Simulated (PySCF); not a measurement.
## Ionisation energy of N²⁺ by level of theory

N²⁺ [He] 2s2 2p1 (2P) → N³⁺ [He] 2s2 (1S), as a difference of total energies. Computed with PySCF 2.14 in def2-TZVP (5s3p2d1f, 31 functions), with the non-relativistic Hamiltonian (point nucleus). Correlated levels: valence: 1s2 frozen. The calculations carry no spin-orbit coupling.

```tsv
method	ionisation energy (eV)	difference from reference (eV)
UHF	47.297	-0.148
PBE0	48.005	+0.560
M06-2X	47.606	+0.161
MP2 (valence)	47.465	+0.020
SCS-MP2 (valence)	47.417	-0.028
CCSD (valence)	47.212	-0.233
CCSD(T) (valence)	47.240	-0.205
```

Reference: 47.445 eV (semi-empirical (NIST evaluation); NIST Atomic Spectra Database, ionization energies).

Errors of the correlated levels include the incompleteness of this basis and the frozen core.

The coupled-cluster amplitudes are large for N³⁺ (T1 above 0.03 or a double amplitude above 0.15), so a single reference is strained.
